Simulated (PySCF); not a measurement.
**Electron correlation in Mn⁺ (manganese, charge +1)**

[Ar] 3d5 4s1, high-spin 7S determinant. Calculation: PySCF 2.14, in pcseg-2 (6s4p3d2f1g, 56 functions); no relativity, point nucleus. Frozen: [Ar]; 6 electrons correlated.

MP2 pair energies summed by pair of shells (mhartree):

```
 pair  energy  share (%)
3d-3d  -61.91       82.7
3d-4s  -12.99       17.3
```

Total MP2 correlation energy: -74.90 mhartree.

Same-spin part -74.90 and opposite-spin part 0.00 mhartree; SCS-MP2 scales them by 1/3 and 6/5 to -24.97 mhartree.
